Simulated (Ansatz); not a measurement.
A CCSD(T) single point on C2H7In, SMILES `C[CH2][InH2]`.

```yaml
crystal:
  periodic: [false, false, false]
  atoms:
    - {symbol: C, position_ang: [-0.977700, 0.382720, -0.894677]}
    - {symbol: C, position_ang: [-0.314719, -0.630334, 0.028307]}
    - {symbol: In, position_ang: [1.454398, 0.070182, 1.061707]}
    - {symbol: H, position_ang: [-1.865252, -0.032530, -1.384576]}
    - {symbol: H, position_ang: [-0.300656, 0.717228, -1.685219]}
    - {symbol: H, position_ang: [-1.297073, 1.277763, -0.354204]}
    - {symbol: H, position_ang: [-0.022642, -1.530875, -0.522314]}
    - {symbol: H, position_ang: [-1.013044, -0.976048, 0.797905]}
    - {symbol: H, position_ang: [2.318515, -0.968067, 2.146063]}
    - {symbol: H, position_ang: [2.018173, 1.689971, 0.806999]}
basis:
  gaussian: {orbitals: def2-TZVPP}
correlation: {method: ccsd_t}
output: {orbitals: {seedname: orbitals}}
```

```sh
$ ansatz run in.yaml --threads 4 --pin off --events-out ev --progress --plain
```

Output of Ansatz, abridged:

```
Functional definition: HF
1389 factors; integrals over basis functions are off by at most 8.2e-4 eV
mean field evaluation 1: about -7317.0816 eV, gradient 3.3e1 eV
mean field evaluation 2: about -7317.1496 eV, gradient 3.3e1 eV
mean field evaluation 4: about -7320.1022 eV, gradient 3.2e0 eV
mean field evaluation 8: about -7320.1465 eV, gradient 1.9e-1 eV
mean field -7320.14670161 eV, -269.0104295106 hartree, gradient 1.2e-6 eV, S^2 0.000000; 0 other end points of the search recorded, 0 dependent functions left out
6 core orbitals not correlated: weight in the atoms' cores, before any rotation towards them, 1.000 or more for the frozen orbitals, at most 0.000 for the correlated occupied ones
reference -7320.14670161 eV, -269.0104295106 hartree; 14, 14 occupied and 190, 190 virtual orbitals, 1389 factors
second order -17.91399887 eV of doubles, -0.00000000 eV of singles
cycle   1  -18.21572501 eV  change   -3.0e-1 eV  update   9.4e-2
cycle   2  -18.69438741 eV  change   -4.8e-1 eV  update   2.7e-2
cycle   3  -18.76325677 eV  change   -6.9e-2 eV  update   1.2e-2
cycle   4  -18.75691433 eV  change    6.3e-3 eV  update   2.9e-3
cycle   5  -18.75643514 eV  change    4.8e-4 eV  update   1.0e-3
cycle   6  -18.75639184 eV  change    4.3e-5 eV  update   2.8e-4
cycle   7  -18.75628575 eV  change    1.1e-4 eV  update   9.3e-5
cycle   8  -18.75628845 eV  change   -2.7e-6 eV  update   3.1e-5
perturbative correction -0.62458863 eV, -0.0229532089 hartree
Total energy: -7339.52757870 eV, -269.7226636066 hartree
```

It took 64 s on 4 threads of a server CPU on a shared host, with 3.2 GiB of host memory at the peak.

MP2 recovers 92.4 % of the CCSD(T) correlation energy and the triples give 3.2 %; T1 = 0.0121.
